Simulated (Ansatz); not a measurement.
`[NH2][GeH2][NH][GeH2][NH2]` + `N[SiH2]C=O` → `[NH2][GeH2][CH]=O` + `N[SiH2][NH][GeH2][NH2]`  (redistribution)

Isolated molecules relaxed with PBE0-D4/def2-TZVP in Ansatz; ΔE leaves out vibrations. CCSD(T)/CBS adds triple-zeta CCSD(T) − MP2 to the extrapolated MP2 energy (def2 sets, frozen cores). DFT in def2-TZVPP. B3LYP here is the variant with VWN-RPA as its local correlation; programs differ in this. For Ge outer-core shells are correlated without core-valence functions, which leaves a few kJ/mol of doubt a bond. Scalar relativity is left out up to krypton. One conformer a species, not always the lowest.

```csv
level,ΔE (kcal/mol),difference from CCSD(T)/CBS
PBE-D4,-9.6,-0.2
r2SCAN-D4,-9.9,-0.5
PBE0-D4,-9.6,-0.2
B3LYP-D4,-9.8,-0.4
ωB97X-V,-9.2,0.2
ωB97M-V,-9.6,-0.2
B2PLYP,-10.2,-0.8
PBE,-10.3,-0.9
r2SCAN,-10.1,-0.7
PBE0,-10.2,-0.8
B3LYP,-10.9,-1.5
HF/def2-TZVPP,-10.1,-0.7
MP2/def2-TZVPP,-9.3,0.1
SCS-MP2/def2-TZVPP,-9.3,0.1
CCSD/def2-TZVPP,-9.5,-0.1
CCSD(T)/def2-TZVPP,-9.3,0.1
HF/def2-QZVPP,-10.4,-1.0
MP2/def2-QZVPP,-9.5,-0.1
SCS-MP2/def2-QZVPP,-9.5,-0.1
HF/CBS(def2),-10.4,-1.0
MP2/CBS(def2),-9.4,0.0
CCSD/CBS(def2),-9.6,-0.2
CCSD(T)/CBS,-9.4,0
```

Largest T1 diagnostic among the species: 0.014.

In def2-TZVPP, CCSD(T) changes the Hartree–Fock value by +0.8 kcal/mol (the triples alone add +0.2 kcal/mol) and MP2 by +0.8 kcal/mol. The D4 term adds +1.1 kcal/mol with B3LYP and +0.6 kcal/mol with PBE0; it sums over pairs of atoms, weighted by their polarisabilities, and B3LYP, whose exchange is more repulsive, gets the larger term.
